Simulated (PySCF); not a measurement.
## Computed vibrations of [CeF4]−

[CeF4]− (singlet in the valence; each metal's 4f electrons, 1 of them, lie in its core potential, out of spins and levels). PySCF 2.14.0, RKS PBE0, Ce lcecp-1-SVP with ECP47, F def2-SVP; non-relativistic Hamiltonian with scalar-relativistic core potentials where named; density fitting; no spin-orbit coupling. Central differences of gradients.

```xyz
5

Ce    0.0000    0.0000    0.0000
F     1.2573    1.2573    1.2573
F    -1.2573   -1.2573    1.2573
F     1.2573   -1.2573   -1.2573
F    -1.2573    1.2573   -1.2573
```

Run from Python with OMP_NUM_THREADS=2. Where DIIS fails, smearing, a level shift and second-order steps follow.
It took 11 s on 2 threads of Arm Neoverse V2, on a shared host.

(1) What are the harmonic wavenumbers and infrared intensities?

(2) Is this a minimum?

An lcecp potential fixes the number of 4f electrons, so in runs with it no electron can move into or out of that shell.

Answers

(1) Modes are labelled in Td; negative numbers are unstable modes, those under 60 cm⁻¹ near the noise; a finer grid moves soft modes by up to 10 cm⁻¹.
```csv
cm⁻¹,km/mol,symmetry
101,0.0,e
101,0.0,e
110,36.8,t2
110,36.8,t2
110,36.8,t2
480,160.1,t2
480,160.1,t2
480,160.1,t2
500,0.0,a1
```

(2) Yes. Ideal gas at 298.15 K and 1 bar: S = 359.4 J/(mol K), Cp = 95.4 J/(mol K), H − H(0 K) = 21.9 kJ/mol (rigid rotor, harmonic modes, spin degeneracy alone, that of the 4f electrons in the core included).
